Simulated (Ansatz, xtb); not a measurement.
The molecule RhCl, multiplicity 3 (lowest of 2S+1 = 1, 3, 5 at CCSD(T)/def2-TZVPP on PBE0 minima; our sources give no spin for the ground state, which may be another). No spin–orbit coupling.

The constants come from a fifth-degree fit in 1/R (seven points, main isotopes). Runs in def2 and cc sets follow the lowest solution found near the PBE0 minimum.

Correlated levels freeze the inner cores; with def2 sets outer-core shells near the valence are correlated too.

Programs: Ansatz (Gaussian orbitals); xtb for the GFN methods. Each number belongs to the level named beside it. In def2 rows elements past Kr take small-core potentials, without spin–orbit coupling. The GFN methods have no spin term and hold the electronic entropy of 300 K.

### Question
What bond length and harmonic frequency does GFN1-xTB give?

### Answer
r_e = 2.178 Å, ω_e = 375 cm⁻¹.

### Question
What bond length and harmonic frequency does PBE/def2-TZVPP give?

### Answer
r_e = 2.207 Å, ω_e = 363 cm⁻¹.

### Question
What bond length and harmonic frequency does B2PLYP/def2-TZVPP give?

### Answer
r_e = 2.264 Å, ω_e = 357 cm⁻¹.

Ansatz is a first-principles code.
